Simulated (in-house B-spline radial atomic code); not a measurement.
wB97X excitations of Ce4+

Method: wB97X. Computed with an all-electron radial atomic-structure program (B-spline basis): linear response of the closed shell [Kr] 4d10 5s2 5p6 with the functional's adiabatic kernel; scalar-relativistic (spin-free one-electron X2C), finite nucleus, no spin-orbit coupling, no double excitations, S, P, D and F terms only; shells from n = 3 respond. Only terms of natural parity with L up to 3 were computed.

Spin-orbit coupling is strong here, so these LS terms don't match observed levels.

Command:
```bash
python run_td.py task.json out
```
Settings (radii: box in bohr, nucleus in fm):
```
Z                        58
electrons                54
configuration            [Kr] 4d10 5s2 5p6
hamiltonian              x2c
method                   wb97x
box_radius               19.1
rms_radius               4.8771
intervals                71
```

Run time, properties included: 6.4 s on 1 thread of Arm Neoverse N1, with other jobs on the host.

The lowest states, in the order of their Tamm-Dancoff energies; the method's threshold (minus the highest occupied level) is 64.35 eV. Labels give the largest channel, * marks a mixed state, and oscillator strengths are full-response dipole values. Semilocal kernels can invert the small singlet-triplet splittings of Rydberg terms. Energies in eV:

```tsv
state	full response	Tamm-Dancoff	oscillator strength
5p → 4f 3D	?	?	-
5p → 4f 1D	14.735	14.877	-
5p → 5d 3P	23.254	23.342	-
5p → 5d 3F	23.538	23.672	-
5p → 5d 1F	25.167	25.196	-
5p → 5d 1P	30.30	31.32	5.15
5p → 6s 3P	31.44	31.45	-
5p → 6s 1P	31.71	31.76	1.32
5s → 4f 3F	?	?	-
5s → 4f 1F	33.65	33.67	-
5p → 6p 3S	36.31	36.33	-
5p → 6p 3D	36.88	36.90	-
5p → 6p 1D	37.00	37.01	-
5p → 6p 1S	38.38	38.52	-
```

**Question.** Where does 5p → 4f 3D lie?

**Answer.** At 12.493 eV in full response, 12.556 eV in Tamm-Dancoff.

**Question.** Where does 5s → 4f 3F lie?

**Answer.** At 32.62 eV in full response, 32.65 eV in Tamm-Dancoff.

**Question.** How large is the singlet-triplet splitting of 5p → 4f (D terms) in Tamm-Dancoff?

**Answer.** 2.32 eV, from the unrounded values.

**Question.** What polarisabilities and dispersion coefficient does the method give?

**Answer.** Dipole 5.864 bohr³, quadrupole 18.96 bohr⁵, C6 33.22 hartree·bohr⁶ for two such species.
